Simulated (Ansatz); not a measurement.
Gas-phase electronic energies from Ansatz, PBE0-D4/def2-TZVP geometries. CCSD(T)/CBS is the MP2 limit (def2-TZVPP, def2-QZVPP) plus CCSD(T) − MP2 in def2-TZVPP, frozen cores. This one scheme is used for every species. Functionals use def2-TZVPP. B3LYP here is the variant with VWN-RPA as its local correlation; programs differ in this. Triplets are unrestricted, without spin–orbit coupling. def2 core potentials past Kr. For Sn outer-core shells are correlated without core-valence functions, which leaves a few kJ/mol of doubt a bond.

Reaction (formal loss of a carbene): `C[SiH](C)[SnH3]` → `C[SiH2][SnH3]` + `[CH2]` (triplet)

| level | ΔE (kJ/mol) | difference from CCSD(T)/CBS |
| --- | --- | --- |
| PBE-D4 | 482.7 | 5.1 |
| r2SCAN-D4 | 455.6 | -22.0 |
| PBE0-D4 | 474.2 | -3.4 |
| B3LYP-D4 | 468.8 | -8.8 |
| ωB97X-V | 485.0 | 7.4 |
| ωB97M-V | 479.8 | 2.2 |
| B2PLYP | 465.4 | -12.2 |
| PBE | 474.9 | -2.7 |
| r2SCAN | 453.3 | -24.3 |
| PBE0 | 467.3 | -10.3 |
| B3LYP | 456.4 | -21.2 |
| HF/def2-TZVPP | 322.3 | -155.3 |
| MP2/def2-TZVPP | 480.3 | 2.7 |
| SCS-MP2/def2-TZVPP | 477.4 | -0.2 |
| CCSD/def2-TZVPP | 452.4 | -25.2 |
| CCSD(T)/def2-TZVPP | 464.2 | -13.4 |
| HF/def2-QZVPP | 322.4 | -155.2 |
| MP2/def2-QZVPP | 488.0 | 10.4 |
| SCS-MP2/def2-QZVPP | 486.4 | 8.8 |
| HF/CBS(def2) | 322.4 | -155.2 |
| MP2/CBS(def2) | 493.7 | 16.1 |
| CCSD/CBS(def2) | 465.8 | -11.8 |
| CCSD(T)/CBS | 477.6 | 0 |

Largest T1 diagnostic among the species: 0.012.

From PBE to PBE0 (25 % exact exchange), in def2-TZVPP and without D4, ΔE moves by −7.6 kJ/mol. In def2-TZVPP, CCSD(T) changes the Hartree–Fock value by +142.0 kJ/mol (the triples alone add +11.8 kJ/mol) and MP2 by +158.1 kJ/mol.
